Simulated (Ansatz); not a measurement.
Reactions of C$_{7}$H$_{16}$O (`CCCCC(O)CC`).

Program: Ansatz. Geometries: PBE0-D4/def2-TZVP. ΔE: electronic, gas phase. CCSD(T)/CBS is the MP2 limit (def2-TZVPP, def2-QZVPP) plus CCSD(T) − MP2 in def2-TZVPP, frozen cores. This one scheme is used for every species. Each species was taken in one conformer, which may not be the lowest.

Task: Order these by ΔE at CCSD(T)/CBS, lowest first. (Estimate.)
A. `CCCCC(O)CC` + `CCCCCCC` → `CCCCCCCCCCC` + `CCCO`
B. `CCCCC(O)CC` + `CC` → `CCC(O)CC` + `CCCC`
C. `CCCCC(O)CC` + CH₄ → `CCC(O)CC` + `CCC`
D. `CCCCC(O)CC` + H₂ → `CCCO` + `CCCC`
E. `CCCCC(O)CC` + CH₄ → `CCCCC(C)CC` + H₂O

Result: D (-10.6 kcal/mol), E (-6.7 kcal/mol), B (-0.3 kcal/mol), C (+1.9 kcal/mol), A (+4.0 kcal/mol).

Largest T1 diagnostic: 0.009, for `CCC(O)CC`.
